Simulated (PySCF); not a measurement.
Species: SiF3 (doublet state).
Numbering: `[F:1][Si:2]([F:3])[F:4]`

Level of theory: UKS B3LYP, pcH-1 on F Si, non-relativistic, mean-field spin-orbit, GIAO (PySCF 2.14.0). Geometry: GFN2-xTB; no solvent, vibrations or thermal averaging. A GFN2-xTB geometry isn't a minimum of the functional, and hyperfine couplings can be far from their values at a DFT geometry, by a factor of two or more for some ions and for spin on atoms past the first row.

**Question.** What are g_iso and the isotropic 29Si coupling of Si2?

**Answer.** g_iso = 2.00080 and a = -1393.99 MHz, or -49.779 mT (Mulliken spin population +0.84). 29Si makes up about 4.7 % of the natural element, so this concerns labelled samples or satellites.

**Question.** Take this nucleus alone (I = 1/2, g_N = -1.1106) with S = 1/2. Where do its 2 lines fall at 33.932 GHz to first order, to second order and exactly?

**Answer.** First order: B = B0 − a·mI with B0 = 1211.695 mT. Second order subtracts a²[I(I+1) − mI²]/(2B0). The exact fields come from the Breit–Rabi levels of H = g μB B Sz − g_N μN B Iz + a S·I.

| mI | first order (mT) | second order (mT) | exact (mT) | exact − first order |
| --- | --- | --- | --- | --- |
| −1/2 | 1186.806 | 1186.294 | 1186.284 | -0.522 |
| +1/2 | 1236.584 | 1236.073 | 1236.083 | -0.501 |

**Question.** What g and a would be read from the two outer exact lines by first-order rules?

**Answer.** Their midpoint, 1211.183 mT, gives an apparent g of 2.00165 (true 2.00080), and their distance over 2I an apparent |a| of 49.800 mT (true 49.779).

Other couplings of abundant isotopes, left aside here: 3 × 19F 312 MHz.

Means are taken over nuclei equivalent by connectivity, which assumes that they swap fast.
